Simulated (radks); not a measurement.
Task: All-electron atom: the rubidium ion Rb21+ in [Ne] 3s2 3p4. All-electron calculation, scalar-relativistic Kohn-Sham, LDA (Slater exchange, Perdew-Wang correlation), spin-polarised, spherical densities, finite nucleus; open shells are filled with parallel spins first (spin-orbit coupling, left out, can overturn this in heavy ions); Fermi nuclear charge, rms radius 4.2036 fm. Program: a radial shooting solver on a logarithmic mesh with Libxc functionals. Some entries of the table are withheld. Estimate them.

| orbital | occ. | eigenvalue (eV) | <1/r> (bohr^-1) |
|---|---|---|---|
| 1s up | 1 | -15895.64 | 37.82 |
| 1s down | 1 | -15892.77 | 37.83 |
| 2s up | 1 | -2871.852 | 8.500 |
| 2s down | 1 | -2869.232 | 8.503 |
| 2p up | 3 | -2652.030 | 8.300 |
| 2p down | 3 | -2648.842 | 8.301 |
| 3s up | 1 | -1013.945 | 3.276 |
| 3s down | 1 | -1006.006 | 3.269 |
| 3p up | 3 | -943.4472 | 3.175 |
| 3p down | 1 | -935.4471 | 3.169 |
| 3d up | 0 | -842.7632 | 3.011 |
| 3d down | 0 | -835.5440 | 3.014 |
| 4s up | 0 | -503.7052 | 1.683 |
| 4s down | 0 | -501.0552 | 1.675 |
| 4p up | 0 | (1) | 1.635 |
| 4p down | 0 | (2) | 1.628 |

Result: 
(1) 4p up eigenvalue (eV): -475.7089
(2) 4p down eigenvalue (eV): -473.1124
